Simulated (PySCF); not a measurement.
Ground-state electric properties of a mixed set of molecules.

All values: wB97X-D/def2-SVPD (PySCF) at GFN2-xTB geometries, gas phase, one conformer each. Core orbitals are frozen in the response; Δα² is half the sum of the squared differences of the principal polarisabilities.

Problem. Rank by dipole moment, lowest first.
A. `[CH:1]#[C:2][SiH2:3][S:4][C:5](=[C:6]=[O:7])[CH:8]=[O:9]` with C2–Si3–S4–C5 64°, Si3–S4–C5–C6 -170°, S4–C5–C8–O9 -2°
B. `[NH2:1][SiH2:2][C:3](=[O:4])[NH:5][CH2:6][SiH3:7]` with H–N1–Si2–C3 168° and 20°, N1–Si2–C3–O4 -20°, Si2–C3–N5–C6 179°, C3–N5–C6–Si7 1°
C. `[H]/[N:6]=[C:5]1\[CH2:4][C@@H:3]([C:2]#[CH:1])[C@H:8]([F:9])[CH2:7]1` with C2–C3–C4–C5 -88°, C3–C4–C5–N6 166°, C4–C5–C7–C8 -7°, C5–C7–C8–F9 -91°
D. `[H]/[N:1]=[CH:2]/[C@@H:3]1[CH2:4][SiH2:5][NH:6]1` with N1–C2–C3–C4 108°, C2–C3–C4–Si5 -112°, C3–C4–Si5–N6 -8°, C4–Si5–N6–C3 8°, C2–C3–N6–Si5 108°
E. `[CH3:1][C@@H:2]([O:3][SiH3:4])[O:5][CH:6]([F:7])[F:8]` with C1–C2–O3–Si4 62°, C1–C2–O5–C6 176°, C2–O5–C6–F7 151°
F. `[CH2:1]=[C:2]1[CH2:3][O:4][CH2:5][C@H:6]1[F:7]` with C1–C2–C3–O4 -169°, C2–C3–O4–C5 -31°, C3–O4–C5–C6 36°, O4–C5–C6–F7 -147°

Solution. F (1.04 D), D (1.74 D), C (2.22 D), A (2.39 D), E (2.89 D), B (4.18 D).

Problem. Rank by HOMO–LUMO gap, highest first.
A. `[SiH3]CNC(=O)[SiH2]N`
B. `C[C@@H](O[SiH3])OC(F)F`
C. `[H]/N=C1/C[C@H]([C@H](C#C)C1)F`
D. `N(/[H])=C\[C@H]1N[SiH2]C1`
E. `S(C(=C=O)C=O)[SiH2]C#C`

Solution. B (12.47 eV), C (10.69 eV), A (10.27 eV), D (10.12 eV), E (7.77 eV).

Problem. Rank by HOMO energy, highest first.
A. `[H]/N=C/[C@@H]1C[SiH2]N1`
B. `[H]/N=C1/C[C@@H](F)[C@H](C#C)C1`
C. `C=C1COC[C@H]1F`
D. `C[C@@H](O[SiH3])OC(F)F`
E. `N[SiH2]C(=O)NC[SiH3]`

Solution. A (-8.61 eV), E (-9.00 eV), B (-9.30 eV), C (-9.51 eV), D (-10.71 eV).

All values together:

```
                         SMILES      formula  μ (D)  HOMO (eV)  LUMO (eV)  α (Å³)  Δα (Å³)  electrons  α per electron (Å³)
           C#C[SiH2]SC(=C=O)C=O    C5H4O2SSi   2.39      -8.51      -0.74   16.43     7.72         80                0.205
                CN[Si@@H]1CC=N1     C3H8N2Si   2.29      -8.50       1.57   10.65     3.76         54                0.197
       [H]/N=C/[C@@H]1C[SiH2]N1     C3H8N2Si   1.74      -8.61       1.51   10.92     2.62         54                0.202
           N[SiH2]C(=O)NC[SiH3]  C2H10N2OSi2   4.18      -9.00       1.27   14.34     4.95         72                0.199
[H]/N=C1/C[C@@H](F)[C@H](C#C)C1       C7H8FN   2.22      -9.30       1.39   12.37     2.80         66                0.187
                 C=C1COC[C@H]1F       C5H7FO   1.04      -9.51       1.29    9.15     3.28         54                0.169
         C[C@@H](O[SiH3])OC(F)F   C3H8F2O2Si   2.89     -10.71       1.76   10.60     1.74         74                0.143
```

Conformers: `[CH:1]#[C:2][SiH2:3][S:4][C:5](=[C:6]=[O:7])[CH:8]=[O:9]` with C2–Si3–S4–C5 64°, Si3–S4–C5–C6 -170°, S4–C5–C8–O9 -2°; `[CH3:1][NH:2][Si@@H:3]1[CH2:4][CH:5]=[N:6]1` with C1–N2–Si3–C4 -117°; `[H]/[N:1]=[CH:2]/[C@@H:3]1[CH2:4][SiH2:5][NH:6]1` with N1–C2–C3–C4 108°, C2–C3–C4–Si5 -112°, C3–C4–Si5–N6 -8°, C4–Si5–N6–C3 8°, C2–C3–N6–Si5 108°; `[NH2:1][SiH2:2][C:3](=[O:4])[NH:5][CH2:6][SiH3:7]` with H–N1–Si2–C3 168° and 20°, N1–Si2–C3–O4 -20°, Si2–C3–N5–C6 179°, C3–N5–C6–Si7 1°; `[H]/[N:6]=[C:5]1\[CH2:4][C@@H:3]([C:2]#[CH:1])[C@H:8]([F:9])[CH2:7]1` with C2–C3–C4–C5 -88°, C3–C4–C5–N6 166°, C4–C5–C7–C8 -7°, C5–C7–C8–F9 -91°; `[CH2:1]=[C:2]1[CH2:3][O:4][CH2:5][C@H:6]1[F:7]` with C1–C2–C3–O4 -169°, C2–C3–O4–C5 -31°, C3–O4–C5–C6 36°, O4–C5–C6–F7 -147°; `[CH3:1][C@@H:2]([O:3][SiH3:4])[O:5][CH:6]([F:7])[F:8]` with C1–C2–O3–Si4 62°, C1–C2–O5–C6 176°, C2–O5–C6–F7 151°.

Problem. How closely does the mean polarisability follow the number of electrons in this set?

Solution. The correlation coefficient is 0.78; α per electron runs from 0.143 to 0.205 Å³.
